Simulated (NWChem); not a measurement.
System: AlH$_{2}$Br; SMILES [AlH2][Br]

Input file for NWChem:

```
start job
memory heap 200 mb stack 900 mb global 1100 mb
geometry units angstroms noautoz
  Al     0.000000     0.000000    -1.568293
  H      0.000000     1.399902    -2.300267
  H      0.000000    -1.399902    -2.300267
  Br     0.000000     0.000000     0.690750
end
basis spherical
  * library 6-31g*
end
dft
  xc b3lyp
  iterations 150
  mulliken
end
task dft energy
```

Output (shortened):

```
             Northwest Computational Chemistry Package (NWChem) 7.3.0
             --------------------------------------------------------

 C2V symmetry detected

                             Geometry "geometry" -> ""
                             -------------------------

 Output coordinates in angstroms (scale by  1.889725989 to convert to a.u.)

  No.       Tag          Charge          X              Y              Z
 ---- ---------------- ---------- -------------- -------------- --------------
    1 Al                  13.0000     0.00000000     0.00000000    -1.55205114
    2 H                    1.0000     0.00000000     1.39990200    -2.28402514
    3 H                    1.0000     0.00000000    -1.39990200    -2.28402514
    4 Br                  35.0000     0.00000000     0.00000000     0.70699186

 Effective nuclear repulsion energy (a.u.)     126.6983474275

      Symmetry information
      --------------------

 Group name             C2v
 Group number             16
 Group order               4
 No. of unique centers     3

                                 NWChem DFT Module
                                 -----------------

 Summary of "ao basis" -> "ao basis" (spherical)
 ------------------------------------------------------------------------------
       Tag                 Description            Shells   Functions and Types
 ---------------- ------------------------------  ------  ---------------------
 Al                          6-31g*                  8       18   4s3p1d
 H                           6-31g*                  2        2   2s
 Br                          6-31g*                 12       32   5s4p3d

      Symmetry analysis of basis
      --------------------------

        a1         26
        a2          4
        b1         11
        b2         13

            General Information
            -------------------
          SCF calculation type: DFT
          Wavefunction type:  closed shell.
          No. of atoms     :     4
          No. of electrons :    50
           Alpha electrons :    25
            Beta electrons :    25
          Charge           :     0
          Spin multiplicity:     1
          Use of symmetry is: on ; symmetry adaption is: on
          Maximum number of iterations: 150
          AO basis - number of functions:    54
                     number of shells:    24
          Convergence on energy requested:  1.00D-06
          Convergence on density requested:  1.00D-05
          Convergence on gradient requested:  5.00D-04

              XC Information
              --------------
                         B3LYP Method XC Potential
                     Hartree-Fock (Exact) Exchange  0.200
                        Slater Exchange Functional  0.800 local
                    Becke 1988 Exchange Functional  0.720 non-local
              Lee-Yang-Parr Correlation Functional  0.810
                  VWN I RPA Correlation Functional  0.190 local

             Grid Information
             ----------------
          Grid used for XC integration:  medium
          Radial quadrature: Mura-Knowles
          Angular quadrature: Lebedev.
          Tag              B.-S. Rad. Rad. Pts. Rad. Cut. Ang. Pts.
          ---              ---------- --------- --------- ---------
          Al                  1.25       88           9.0       590
          H                   0.35       45          10.0       434
          Br                  1.15      112          10.0       590
          Grid pruning is: on
          Number of quadrature shells:   245
          Spatial weights used:  Erf1

      Superposition of Atomic Density Guess
      -------------------------------------

 Sum of atomic energies:       -2814.94239431

      Non-variational initial energy
      ------------------------------

 Total energy =   -2815.163301
 1-e energy   =   -4171.128594
 2-e energy   =    1229.266946
 HOMO         =      -0.349197
 LUMO         =      -0.005753

      Symmetry analysis of molecular orbitals - initial
      -------------------------------------------------

  Numbering of irreducible representations:

     1 a1          2 a2          3 b1          4 b2

  Orbital symmetries:

     1 a1          2 a1          3 a1          4 b2          5 b1
     6 a1          7 a1          8 a1          9 b2         10 b1
    11 a1         12 a1         13 b2         14 b1         15 b2
    16 a1         17 a2         18 a1         19 b1         20 a1
    21 a1         22 b2         23 a1         24 b1         25 b2
    26 b1         27 a1         28 a1         29 b2         30 a1
    31 b1         32 b2         33 a1         34 a1         35 b1

     ---------------------------------------------
      Total Density - Mulliken Population Analysis
     ---------------------------------------------

    Atom       Charge   Shell Charges
 -----------   ------   -------------------------------------------------------
    1 Al  13    12.26   2.00  2.00  5.97  0.87  0.84  0.27  0.19  0.11
    2 H    1     1.13   0.47  0.66
    3 H    1     1.13   0.47  0.66
    4 Br  35    35.48   2.00  2.00  6.00  2.00  5.99  1.56  3.99  0.38  1.54  6.97  2.93  0.12

   convergence    iter        energy       DeltaE   RMS-Dens  Diis-err
 ---------------- ----- ----------------- --------- --------- ---------
 d= 0,ls=0.0,diis     1  -2817.5334570446 -2.94D+03  1.38D-02  1.96D-01
 d= 0,ls=0.0,diis     2  -2817.5394263150 -5.97D-03  7.97D-03  1.47D-01
 d= 0,ls=0.0,diis     3  -2817.5581477394 -1.87D-02  1.79D-03  7.42D-03
 d= 0,ls=0.0,diis     4  -2817.5591581962 -1.01D-03  3.07D-04  1.62D-04
 d= 0,ls=0.0,diis     5  -2817.5591796311 -2.14D-05  5.28D-05  1.28D-05
  Resetting Diis
 d= 0,ls=0.0,diis     6  -2817.5591814076 -1.78D-06  8.33D-06  7.88D-08
 d= 0,ls=0.0,diis     7  -2817.5591814238 -1.62D-08  3.19D-06  3.92D-09

         Total DFT energy =    -2817.559181423805
      One electron energy =    -4172.709276783330
           Coulomb energy =     1339.225684218291
    Exchange-Corr. energy =     -110.773936286252
 Nuclear repulsion energy =      126.698347427486

 Numeric. integr. density =       50.000005212864

                  Occupations of the irreducible representations
                  ----------------------------------------------

                     irrep           alpha         beta
                     --------     --------     --------
                     a1               13.0         13.0
                     a2                1.0          1.0
                     b1                5.0          5.0
                     b2                6.0          6.0

                       DFT Final Molecular Orbital Analysis
                       ------------------------------------

 Vector   23  Occ=2.000000D+00  E=-3.378979D-01  Symmetry=b2
              MO Center= -4.3D-15,  1.0D-12, -1.4D+00, r^2= 3.6D+00
   Bfn.  Coefficient  Atom+Function         Bfn.  Coefficient  Atom+Function
  ----- ------------  ---------------      ----- ------------  ---------------
    34      0.361099  4 Br py                 8      0.358384  1 Al py
    19      0.204503  2 H  s                 21     -0.204503  3 H  s
    20      0.200170  2 H  s                 22     -0.200170  3 H  s
    30     -0.163396  4 Br py                 4     -0.150361  1 Al py
    38      0.129518  4 Br py                12      0.088540  1 Al py

 Vector   24  Occ=2.000000D+00  E=-3.112851D-01  Symmetry=b1
              MO Center=  3.3D-16, -2.9D-16,  5.6D-01, r^2= 1.7D+00
   Bfn.  Coefficient  Atom+Function         Bfn.  Coefficient  Atom+Function
  ----- ------------  ---------------      ----- ------------  ---------------
    33      0.742523  4 Br px                29     -0.336014  4 Br px
    37      0.336255  4 Br px                 7      0.124329  1 Al px
    25      0.100837  4 Br px                 3     -0.049433  1 Al px
    17     -0.045939  1 Al d  1              11      0.040722  1 Al px
    53      0.029568  4 Br d  1

 Vector   25  Occ=2.000000D+00  E=-2.922319D-01  Symmetry=b2
              MO Center= -1.5D-15, -9.7D-14, -7.6D-02, r^2= 3.5D+00
   Bfn.  Coefficient  Atom+Function         Bfn.  Coefficient  Atom+Function
  ----- ------------  ---------------      ----- ------------  ---------------
    34      0.674452  4 Br py                38      0.319738  4 Br py
    30     -0.303685  4 Br py                20     -0.188180  2 H  s
    22      0.188180  3 H  s                 19     -0.135348  2 H  s
    21      0.135348  3 H  s                  8     -0.131316  1 Al py
    26      0.091081  4 Br py                15      0.080641  1 Al d -1

 Vector   26  Occ=0.000000D+00  E=-7.177117D-02  Symmetry=b1
              MO Center= -1.9D-15, -3.0D-17, -1.5D+00, r^2= 4.1D+00
   Bfn.  Coefficient  Atom+Function         Bfn.  Coefficient  Atom+Function
  ----- ------------  ---------------      ----- ------------  ---------------
    11      0.601233  1 Al px                 7      0.555275  1 Al px
    37     -0.234578  4 Br px                33     -0.230085  4 Br px
     3     -0.191675  1 Al px                29      0.101362  4 Br px
    53      0.044044  4 Br d  1              25     -0.030261  4 Br px

 Vector   27  Occ=0.000000D+00  E=-7.454616D-03  Symmetry=a1
              MO Center=  1.8D-14, -3.7D-13, -9.6D-01, r^2= 5.4D+00
   Bfn.  Coefficient  Atom+Function         Bfn.  Coefficient  Atom+Function
  ----- ------------  ---------------      ----- ------------  ---------------
    10      1.064956  1 Al s                 13      0.888006  1 Al pz
    36     -0.751638  4 Br s                 39      0.571862  4 Br pz
     6      0.409946  1 Al s                 20     -0.310241  2 H  s
    22     -0.310241  3 H  s                 35      0.298101  4 Br pz
    32      0.287369  4 Br s                  9      0.257718  1 Al pz

 Vector   28  Occ=0.000000D+00  E= 4.125673D-02  Symmetry=a1
              MO Center=  4.6D-15, -4.3D-13, -2.7D+00, r^2= 3.9D+00
   Bfn.  Coefficient  Atom+Function         Bfn.  Coefficient  Atom+Function
  ----- ------------  ---------------      ----- ------------  ---------------
    13      1.018502  1 Al pz                20      0.797848  2 H  s
    22      0.797848  3 H  s                 10     -0.771627  1 Al s
    36     -0.365687  4 Br s                  6     -0.312437  1 Al s
     9      0.190930  1 Al pz                19      0.151819  2 H  s
    21      0.151819  3 H  s                 18     -0.135457  1 Al d  2

     ---------------------------------------------
      Total Density - Mulliken Population Analysis
     ---------------------------------------------

    Atom       Charge   Shell Charges
 -----------   ------   -------------------------------------------------------
    1 Al  13    12.58   2.00  2.00  5.96  0.92  1.19  0.18  0.18  0.15
    2 H    1     1.08   0.49  0.59
    3 H    1     1.08   0.49  0.59
    4 Br  35    35.26   2.00  2.00  6.00  2.00  5.99  1.63  3.86  0.31  1.46  6.95  2.92  0.15

     -------------------------------------------
      Total Density - Lowdin Population Analysis
     -------------------------------------------

    Atom       Charge   Shell Charges
 -----------   ------   -------------------------------------------------------
    1 Al  13    12.74   2.00  1.98  5.89  0.66  1.14  0.35  0.50  0.22
    2 H    1     1.06   0.47  0.58
    3 H    1     1.06   0.47  0.58
    4 Br  35    35.15   2.00  2.00  5.99  2.00  5.90  1.27  3.50  0.55  1.91  6.71  3.08  0.23

     Multipole analysis of the density
     ---------------------------------

     L   x y z        total         alpha         beta         nuclear
     -   - - -        -----         -----         ----         -------
     0   0 0 0     -0.000000    -25.000000    -25.000000     50.000000

     1   1 0 0      0.000000      0.000000      0.000000      0.000000
     1   0 1 0     -0.000000     -0.000000     -0.000000      0.000000
     1   0 0 1     -0.569422     -0.284711     -0.284711      0.000000

     2   2 0 0    -21.962742    -10.981371    -10.981371      0.000000
     2   1 1 0      0.000000      0.000000      0.000000      0.000000
     2   1 0 1      0.000000      0.000000      0.000000      0.000000
     2   0 2 0    -26.100471    -20.048542    -20.048542     13.996612
     2   0 1 1     -0.000000     -0.000000     -0.000000      0.000000
     2   0 0 2    -23.857846   -117.709328   -117.709328    211.560811
```

Level: B3LYP/6-31G* (spherical d). The geometry was optimised at PBE0/def2-SVP. B3LYP is NWChem's, with the RPA form of VWN correlation.
